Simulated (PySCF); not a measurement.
F₂Zn, charge -1, doublet, at a GFN2-xTB geometry (such geometries of metal compounds can be far from the true shape) (a state made from the parent by changing its charge; the spin is typed, not shown lowest), with bond 3-1 at 1.25 times its length; HF/def2-SVP (PySCF).

PySCF was given this input:
```python
from pyscf import gto, scf

mol = gto.M(
    atom='''
Zn    0.155331    0.307633    0.313275
F    -0.496055    0.686220   -1.581878
F    -0.065976   -2.216487    0.593717
''',
    basis='def2-svp',
    charge=-1,
    spin=1,
    verbose=4,
)

mf = scf.UHF(mol)
mf.kernel()
mo_i, mo_e, stable_i, stable_e = mf.stability(internal=True, external=True, return_status=True, nroots=6, tol=1e-6)
print('internally stable:', stable_i, ' externally stable:', stable_e)
if not stable_i:
    umf = mf.copy()
    umf.scf_summary = {}
    umf.kernel(umf.make_rdm1(mo_i, mf.mo_occ))
```

The log (banner, timings and long lists left out):

```
PySCF version 2.14.0

[INPUT] verbose = 4
[INPUT] num. atoms = 3
[INPUT] num. electrons = 49
[INPUT] charge = -1
[INPUT] spin (= nelec alpha-beta = 2S) = 1
[INPUT] symmetry False subgroup None
[INPUT] Mole.unit = angstrom
[INPUT] Symbol           X                Y                Z      unit          X                Y                Z       unit  Magmom
[INPUT]  1 Zn     0.155331000000   0.307633000000   0.313275000000 AA    0.293533048655   0.581342116878   0.592003951673 Bohr   0.0
[INPUT]  2 F     -0.496055000000   0.686220000000  -1.581878000000 AA   -0.937408092721   1.296767861199  -2.989316182475 Bohr   0.0
[INPUT]  3 F     -0.065976000000  -2.216487000000   0.593717000000 AA   -0.124676570794  -4.188553388659   1.121962525498 Bohr   0.0

nuclear repulsion = 137.838473100492
number of shells = 23
number of NR pGTOs = 121
number of NR cGTOs = 59
basis = def2-svp
ecp = {}

******** <class 'pyscf.scf.uhf.UHF'> ********
method = UHF
initial guess = minao
damping factor = 0
level_shift factor = 0
DIIS = <class 'pyscf.scf.diis.CDIIS'>
diis_start_cycle = 1
diis_space = 8
diis_damp = 0
SCF conv_tol = 1e-09
SCF conv_tol_grad = None
SCF max_cycles = 50
direct_scf = True
direct_scf_tol = 1e-13
number electrons alpha = 25  beta = 24
Set gradient conv threshold to 3.16228e-05
init E= -1975.16125320331

cycle= 1 E= -1976.08733472027  delta_E= -0.926  |g|= 0.661  |ddm|= 1.12
cycle= 2 E= -1976.19222857327  delta_E= -0.105  |g|= 0.456  |ddm|= 0.735
cycle= 3 E= -1976.25822979171  delta_E= -0.066  |g|= 0.0392  |ddm|= 0.272
cycle= 4 E= -1976.26074073865  delta_E= -0.00251  |g|= 0.0172  |ddm|= 0.0948
cycle= 5 E= -1976.26117827525  delta_E= -0.000438  |g|= 0.00719  |ddm|= 0.0439
cycle= 6 E= -1976.2612351883  delta_E= -5.69e-05  |g|= 0.00228  |ddm|= 0.0143
cycle= 7 E= -1976.26124518379  delta_E= -1e-05  |g|= 0.000969  |ddm|= 0.00647
cycle= 8 E= -1976.2612474056  delta_E= -2.22e-06  |g|= 0.000457  |ddm|= 0.0028
cycle= 9 E= -1976.26124801581  delta_E= -6.1e-07  |g|= 0.000178  |ddm|= 0.00175
cycle= 10 E= -1976.2612480894  delta_E= -7.36e-08  |g|= 0.000102  |ddm|= 0.000528
cycle= 11 E= -1976.2612481076  delta_E= -1.82e-08  |g|= 3.61e-05  |ddm|= 0.000297
cycle= 12 E= -1976.26124811053  delta_E= -2.93e-09  |g|= 1.8e-05  |ddm|= 0.000103
cycle= 13 E= -1976.26124811128  delta_E= -7.5e-10  |g|= 1.16e-05  |ddm|= 4.51e-05
Extra cycle  E= -1976.26124811147  delta_E= -1.89e-10  |g|= 7.91e-06  |ddm|= 1.65e-05
converged SCF energy = -1976.26124811147  <S^2> = 0.7544689  2S+1 = 2.0044639
uhf_internal: lowest eigs of H = [0.26164596 0.3599835  0.3646249  0.38634738 0.4086499  0.48855549]
<class 'pyscf.scf.uhf.UHF'> wavefunction is stable in the internal stability analysis
uhf_real2complex: lowest eigs of H = [0.18648254 0.18710633 0.19275404 0.21054906 0.2533288  0.25348577]
<class 'pyscf.scf.uhf.UHF'> wavefunction is stable in the real -> complex stability analysis
uhf_external: lowest eigs of H = [-6.92134392e-07  1.47260307e-01  1.80406964e-01  1.81372358e-01
  2.04760976e-01  2.19264467e-01]
<class 'pyscf.scf.uhf.UHF'> wavefunction is stable in the UHF/UKS -> GHF/GKS stability analysis
internally stable: True  externally stable: True
```
